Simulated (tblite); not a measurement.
Record of a relaxation.

C3H5Cl3P2Si2.
Atom-mapped SMILES: `[CH:1]#[C:2][Si@H:3]1[PH:4][Si@H:5]([C:6]([Cl:7])([Cl:8])[Cl:9])[PH:10]1` (hydrogens: H11 on C1; H12 on Si3; H13 on P4; H14 on Si5; H15 on P10)

Computed with GFN2-xTB (tblite), gas phase: L-BFGS steps from a force-field or distance-geometry start until the largest atomic force falls under 0.01 eV/Å. 12 of its 135 geometries are shown.

Step 0: E = -842.9225 eV, largest atomic force 3.496 eV/Å
```
atom  x, y, z in Å  |  force x, y, z in eV/Å
C1      4.085    0.011    0.247   -0.630  -0.074   0.064
C2      2.881   -0.100    0.351    1.957   0.130  -0.124
Si3     1.092   -0.304    0.553    0.436   0.154   0.058
P4      0.015    1.598    0.129   -0.025   2.913   1.424
Si5    -1.546    0.322   -0.775    1.004   1.362  -2.522
C6     -2.681   -0.314    0.541   -0.617  -0.568   1.216
Cl7    -3.112    0.957    1.719   -0.089  -0.083  -0.242
Cl8    -4.127   -1.052   -0.151    0.038   0.101   0.092
Cl9    -1.769   -1.555    1.450   -0.545  -0.184  -0.087
P10     0.068   -1.114   -1.229    0.007  -3.066  -1.679
H11     5.141    0.107    0.155   -0.442  -0.015   0.012
H12     0.681   -0.974    1.796    0.308   0.202  -0.183
H13     0.718    2.355   -0.883   -0.587  -1.183   0.398
H14    -2.195    0.905   -1.955   -0.194  -0.127   0.275
H15     0.745   -0.835   -2.487   -0.622   0.437   1.298
```

Step 12: E = -844.2963 eV, largest atomic force 0.454 eV/Å
```
atom  x, y, z in Å  |  force x, y, z in eV/Å
C1      4.131    0.018    0.228    0.446   0.054  -0.067
C2      2.940   -0.086    0.305   -0.287   0.027  -0.115
Si3     1.119   -0.243    0.450   -0.187  -0.019   0.046
P4     -0.061    1.721    0.313    0.029   0.056   0.066
Si5    -1.432    0.370   -0.863   -0.079  -0.050   0.047
C6     -2.637   -0.325    0.514    0.024   0.089  -0.207
Cl7    -3.076    0.978    1.621   -0.013   0.048   0.067
Cl8    -4.103   -0.978   -0.224   -0.077   0.015  -0.086
Cl9    -1.861   -1.624    1.422   -0.037  -0.091   0.040
P10    -0.023   -1.359   -1.196    0.044  -0.109   0.039
H11     5.173    0.110    0.158    0.151   0.005   0.004
H12     0.814   -0.884    1.719    0.061  -0.073   0.224
H13     0.631    2.135   -0.816   -0.026   0.023  -0.022
H14    -2.266    0.903   -1.936   -0.037   0.011  -0.005
H15     0.647   -0.728   -2.233   -0.012   0.013  -0.030
```

Step 24: E = -844.3384 eV, largest atomic force 0.114 eV/Å
```
atom  x, y, z in Å  |  force x, y, z in eV/Å
C1      4.157    0.039    0.175   -0.043   0.001  -0.006
C2      2.958   -0.050    0.217    0.104   0.007   0.022
Si3     1.148   -0.246    0.499   -0.015  -0.011  -0.001
P4     -0.063    1.696    0.350   -0.079   0.069  -0.026
Si5    -1.427    0.348   -0.853   -0.043  -0.021   0.064
C6     -2.682   -0.319    0.478   -0.113  -0.005  -0.015
Cl7    -3.106    0.976    1.611    0.020  -0.061  -0.028
Cl8    -4.160   -0.897   -0.315    0.082   0.037   0.027
Cl9    -1.968   -1.666    1.380   -0.030   0.037  -0.027
P10    -0.002   -1.389   -1.126   -0.085   0.008  -0.067
H11     5.204    0.118    0.132    0.065   0.023  -0.064
H12     0.960   -0.873    1.809   -0.024  -0.007   0.010
H13     0.602    2.125   -0.791    0.025   0.006   0.042
H14    -2.266    0.900   -1.921    0.097  -0.022   0.023
H15     0.639   -0.754   -2.184    0.039  -0.061   0.046
```

Step 37: E = -844.3620 eV, largest atomic force 0.099 eV/Å
```
atom  x, y, z in Å  |  force x, y, z in eV/Å
C1      4.194    0.081    0.075    0.016   0.014  -0.034
C2      3.002   -0.017    0.203   -0.071  -0.022   0.015
Si3     1.197   -0.237    0.544   -0.031  -0.001   0.030
P4     -0.072    1.677    0.430   -0.023   0.007  -0.009
Si5    -1.414    0.335   -0.806    0.053  -0.014   0.005
C6     -2.769   -0.310    0.439    0.099  -0.008   0.004
Cl7    -3.171    0.942    1.622   -0.023   0.046  -0.025
Cl8    -4.227   -0.794   -0.427   -0.033   0.024  -0.037
Cl9    -2.140   -1.718    1.314    0.043  -0.017  -0.013
P10    -0.008   -1.428   -1.006    0.000  -0.023  -0.007
H11     5.236    0.173   -0.050   -0.033   0.012  -0.022
H12     1.037   -0.855    1.864   -0.010  -0.010   0.029
H13     0.587    2.149   -0.696    0.004   0.016   0.014
H14    -2.130    0.896   -1.955    0.033  -0.031   0.064
H15     0.673   -0.887   -2.089   -0.025   0.007  -0.014
```

Step 49: E = -844.3766 eV, largest atomic force 0.084 eV/Å
```
atom  x, y, z in Å  |  force x, y, z in eV/Å
C1      4.152    0.128   -0.053   -0.078   0.002  -0.007
C2      2.983   -0.012    0.197    0.080   0.014  -0.020
Si3     1.206   -0.249    0.632   -0.050  -0.012  -0.004
P4     -0.076    1.655    0.523    0.003  -0.017  -0.020
Si5    -1.349    0.303   -0.763   -0.020   0.024  -0.054
C6     -2.789   -0.298    0.392   -0.001  -0.038   0.041
Cl7    -3.193    0.943    1.585   -0.040   0.027  -0.027
Cl8    -4.221   -0.687   -0.569    0.031   0.015   0.043
Cl9    -2.264   -1.752    1.258   -0.002  -0.023   0.005
P10     0.015   -1.489   -0.896   -0.008   0.046  -0.029
H11     5.173    0.252   -0.276    0.022   0.006  -0.014
H12     1.071   -0.848    1.961    0.000  -0.023   0.035
H13     0.591    2.183   -0.574    0.023  -0.025   0.030
H14    -1.987    0.872   -1.949    0.002   0.010  -0.026
H15     0.683   -0.994   -2.009    0.038  -0.008   0.047
```

Step 61: E = -844.3865 eV, largest atomic force 0.071 eV/Å
```
atom  x, y, z in Å  |  force x, y, z in eV/Å
C1      4.080    0.153   -0.121   -0.030  -0.017   0.041
C2      2.933   -0.021    0.203    0.069   0.007  -0.014
Si3     1.169   -0.289    0.686    0.047   0.017   0.006
P4     -0.081    1.635    0.551    0.000   0.002   0.013
Si5    -1.331    0.316   -0.788    0.005  -0.010  -0.003
C6     -2.764   -0.288    0.382   -0.025   0.014  -0.034
Cl7    -3.193    0.973    1.544   -0.014   0.014  -0.005
Cl8    -4.186   -0.696   -0.587   -0.012  -0.010   0.011
Cl9    -2.248   -1.728    1.274    0.030  -0.002  -0.005
P10     0.016   -1.493   -0.891   -0.017   0.003   0.007
H11     5.090    0.297   -0.382   -0.056   0.006  -0.016
H12     1.050   -0.887    2.017    0.001  -0.015  -0.003
H13     0.661    2.154   -0.498   -0.001  -0.007  -0.004
H14    -1.964    0.879   -1.980    0.010  -0.001   0.014
H15     0.764   -0.995   -1.948   -0.006  -0.002  -0.007
```

Step 73: E = -844.3888 eV, largest atomic force 0.028 eV/Å
```
atom  x, y, z in Å  |  force x, y, z in eV/Å
C1      4.063    0.166   -0.152   -0.022   0.001   0.000
C2      2.930   -0.021    0.210    0.027   0.001  -0.007
Si3     1.175   -0.298    0.718    0.003   0.001  -0.004
P4     -0.080    1.622    0.583    0.004  -0.003  -0.013
Si5    -1.318    0.315   -0.782   -0.004   0.008   0.015
C6     -2.777   -0.278    0.360    0.012   0.002   0.012
Cl7    -3.214    0.988    1.516   -0.007  -0.015  -0.016
Cl8    -4.192   -0.693   -0.611   -0.004  -0.002  -0.011
Cl9    -2.259   -1.716    1.258   -0.006   0.015   0.021
P10     0.018   -1.501   -0.860    0.008  -0.010  -0.010
H11     5.056    0.327   -0.462   -0.004   0.000   0.005
H12     1.067   -0.910    2.044    0.002  -0.003  -0.002
H13     0.672    2.142   -0.460   -0.004   0.000   0.013
H14    -1.924    0.884   -1.984    0.003   0.010  -0.004
H15     0.778   -1.019   -1.917   -0.008  -0.004  -0.001
```

Step 85: E = -844.3934 eV, largest atomic force 0.087 eV/Å
```
atom  x, y, z in Å  |  force x, y, z in eV/Å
C1      4.037    0.205   -0.229    0.034  -0.012   0.020
C2      2.934   -0.030    0.190   -0.002   0.001  -0.032
Si3     1.202   -0.349    0.745   -0.046   0.030  -0.011
P4     -0.068    1.564    0.661    0.051  -0.007   0.040
Si5    -1.297    0.304   -0.751    0.001   0.055   0.030
C6     -2.807   -0.253    0.334    0.002   0.001   0.032
Cl7    -3.356    1.064    1.385    0.013  -0.046  -0.073
Cl8    -4.139   -0.777   -0.698   -0.013   0.004   0.004
Cl9    -2.298   -1.614    1.351   -0.001   0.018   0.002
P10     0.009   -1.535   -0.823   -0.024   0.015  -0.018
H11     5.015    0.398   -0.568   -0.001   0.007  -0.010
H12     1.148   -0.983    2.062   -0.008  -0.013   0.007
H13     0.689    2.119   -0.358   -0.008   0.018   0.005
H14    -1.829    0.959   -1.946   -0.018  -0.045   0.006
H15     0.754   -1.062   -1.893    0.021  -0.026  -0.002
```

Step 97: E = -844.4052 eV, largest atomic force 0.061 eV/Å
```
atom  x, y, z in Å  |  force x, y, z in eV/Å
C1      4.019    0.237   -0.290   -0.034  -0.002  -0.016
C2      2.927   -0.066    0.116    0.056  -0.006   0.023
Si3     1.229   -0.450    0.734   -0.023   0.038   0.004
P4     -0.009    1.483    0.802    0.001  -0.008   0.015
Si5    -1.269    0.347   -0.682   -0.032  -0.004  -0.032
C6     -2.828   -0.213    0.315    0.017   0.017   0.003
Cl7    -3.612    1.173    1.079    0.000   0.013   0.001
Cl8    -3.982   -1.021   -0.749   -0.007  -0.025  -0.014
Cl9    -2.303   -1.347    1.571    0.008   0.000  -0.006
P10    -0.042   -1.543   -0.831   -0.011  -0.009  -0.002
H11     4.973    0.499   -0.650    0.012  -0.016   0.003
H12     1.217   -1.142    2.024    0.019  -0.008  -0.011
H13     0.724    2.096   -0.202    0.017   0.039   0.031
H14    -1.757    1.060   -1.863   -0.006  -0.032   0.002
H15     0.711   -1.107   -1.911   -0.016   0.002  -0.002
```

Step 110: E = -844.4121 eV, largest atomic force 0.036 eV/Å
```
atom  x, y, z in Å  |  force x, y, z in eV/Å
C1      4.016    0.242   -0.331   -0.012  -0.007  -0.021
C2      2.933   -0.070    0.088   -0.009  -0.022   0.000
Si3     1.244   -0.488    0.718    0.018   0.010  -0.001
P4     -0.011    1.426    0.897   -0.014   0.000   0.007
Si5    -1.258    0.377   -0.664   -0.028  -0.016   0.004
C6     -2.839   -0.184    0.296    0.018   0.022  -0.001
Cl7    -3.762    1.209    0.868    0.004  -0.003  -0.003
Cl8    -3.863   -1.183   -0.740   -0.007  -0.007   0.002
Cl9    -2.310   -1.143    1.689    0.006   0.003  -0.002
P10    -0.079   -1.543   -0.830    0.015   0.033  -0.001
H11     4.967    0.507   -0.700    0.000  -0.005   0.010
H12     1.296   -1.239    1.974   -0.002   0.009   0.005
H13     0.741    2.142   -0.022   -0.025  -0.009   0.008
H14    -1.733    1.083   -1.854    0.020  -0.004   0.007
H15     0.654   -1.127   -1.929    0.017  -0.006  -0.013
```

Step 122: E = -844.4144 eV, largest atomic force 0.031 eV/Å
```
atom  x, y, z in Å  |  force x, y, z in eV/Å
C1      3.993    0.236   -0.374    0.000  -0.005   0.003
C2      2.921   -0.069    0.077    0.003  -0.001  -0.003
Si3     1.245   -0.488    0.737   -0.010  -0.001   0.003
P4     -0.041    1.401    0.945   -0.005  -0.023  -0.005
Si5    -1.246    0.375   -0.664   -0.006   0.014   0.002
C6     -2.839   -0.174    0.278   -0.017  -0.009   0.024
Cl7    -3.779    1.221    0.817    0.012  -0.005  -0.021
Cl8    -3.846   -1.208   -0.738   -0.005   0.001  -0.006
Cl9    -2.310   -1.096    1.698    0.005  -0.001  -0.001
P10    -0.066   -1.542   -0.822    0.006  -0.003   0.011
H11     4.938    0.495   -0.759    0.006  -0.001  -0.007
H12     1.316   -1.246    1.988   -0.002   0.004  -0.005
H13     0.714    2.158    0.066    0.003   0.015  -0.010
H14    -1.682    1.083   -1.867    0.001   0.006   0.012
H15     0.676   -1.138   -1.920    0.009   0.008   0.003
```

Step 134: E = -844.4149 eV, largest atomic force 0.009 eV/Å
```
atom  x, y, z in Å  |  force x, y, z in eV/Å
C1      3.995    0.230   -0.387    0.002   0.005  -0.001
C2      2.923   -0.070    0.069   -0.002   0.002   0.007
Si3     1.251   -0.485    0.740    0.000  -0.004   0.000
P4     -0.048    1.392    0.958    0.005  -0.001   0.001
Si5    -1.245    0.370   -0.659   -0.008  -0.001   0.005
C6     -2.844   -0.179    0.274   -0.001  -0.001  -0.006
Cl7    -3.784    1.226    0.784   -0.003  -0.001   0.002
Cl8    -3.846   -1.221   -0.741    0.007   0.003   0.003
Cl9    -2.326   -1.086    1.706   -0.002   0.003  -0.004
P10    -0.059   -1.542   -0.818    0.005   0.001   0.001
H11     4.939    0.486   -0.776   -0.002  -0.008  -0.004
H12     1.329   -1.246    1.989   -0.001   0.005  -0.004
H13     0.698    2.168    0.086   -0.001  -0.003  -0.001
H14    -1.672    1.097   -1.853   -0.003  -0.003   0.003
H15     0.684   -1.133   -1.913    0.002   0.002  -0.002
```

Question: Summarise the path.

Answer: The energy falls by 143.99 kJ/mol from step 0 to step 134; nine tenths of that is first reached at step 10. It rises by more than 0.2 meV at step 91. The largest force goes from 3.496 to 0.009 eV/Å. Among the bonds Si3–P10 changes most, from 2.210 to 2.293 Å; the atoms move by 0.717 Å rms after alignment.

Question: Follow the three bonds and two angles with the largest change from start to end.

Answer: 
| step | E above end (kJ/mol) | largest force (eV/Å) | Si3–P10 (Å) | Si5–C6 (Å) | P10–H15 (Å) | Si3–P10–H15 (°) | Si5–P10–H15 (°) |
| --- | --- | --- | --- | --- | --- | --- | --- |
| 0 | 143.99 | 3.496 | 2.210 | 1.851 | 1.455 | 114.3 | 113.1 |
| 6 | 24.96 | 0.583 | 2.329 | 1.994 | 1.420 | 99.5 | 96.3 |
| 12 | 11.44 | 0.454 | 2.293 | 1.957 | 1.387 | 94.3 | 93.6 |
| 17 | 9.10 | 0.221 | 2.300 | 1.938 | 1.386 | 94.0 | 92.2 |
| 23 | 7.64 | 0.139 | 2.299 | 1.948 | 1.393 | 94.5 | 91.7 |
| 29 | 6.48 | 0.086 | 2.304 | 1.944 | 1.391 | 93.7 | 93.3 |
| 35 | 5.32 | 0.113 | 2.296 | 1.953 | 1.386 | 93.8 | 94.1 |
| 41 | 4.48 | 0.117 | 2.300 | 1.944 | 1.389 | 94.6 | 93.4 |
| 47 | 3.89 | 0.122 | 2.298 | 1.945 | 1.389 | 95.3 | 93.3 |
| 52 | 3.41 | 0.108 | 2.296 | 1.942 | 1.386 | 95.0 | 93.7 |
| 58 | 2.97 | 0.107 | 2.301 | 1.943 | 1.390 | 94.4 | 93.8 |
| 64 | 2.61 | 0.040 | 2.295 | 1.947 | 1.388 | 93.6 | 94.1 |
| 70 | 2.54 | 0.034 | 2.296 | 1.945 | 1.388 | 93.7 | 94.1 |
| 76 | 2.48 | 0.039 | 2.300 | 1.945 | 1.388 | 93.9 | 94.0 |
| 82 | 2.33 | 0.094 | 2.291 | 1.945 | 1.388 | 94.2 | 93.7 |
| 87 | 1.91 | 0.100 | 2.306 | 1.939 | 1.387 | 94.0 | 93.4 |
| 93 | 1.14 | 0.054 | 2.297 | 1.935 | 1.387 | 94.4 | 94.6 |
| 99 | 0.69 | 0.098 | 2.294 | 1.934 | 1.386 | 94.9 | 94.9 |
| 105 | 0.48 | 0.037 | 2.293 | 1.930 | 1.385 | 95.2 | 95.0 |
| 111 | 0.25 | 0.033 | 2.293 | 1.932 | 1.385 | 95.4 | 94.6 |
| 117 | 0.10 | 0.031 | 2.293 | 1.931 | 1.386 | 95.9 | 95.1 |
| 122 | 0.05 | 0.031 | 2.293 | 1.931 | 1.385 | 95.7 | 95.0 |
| 128 | 0.02 | 0.013 | 2.292 | 1.930 | 1.385 | 95.3 | 95.0 |
| 134 | 0.00 | 0.009 | 2.293 | 1.931 | 1.385 | 95.4 | 95.0 |

The cost below is that of the whole relaxation. On an Arm Neoverse N1 with one thread, no GPU, shared host with 64 logical CPUs at a one-minute load of 60, this took 3.9 s of wall time.
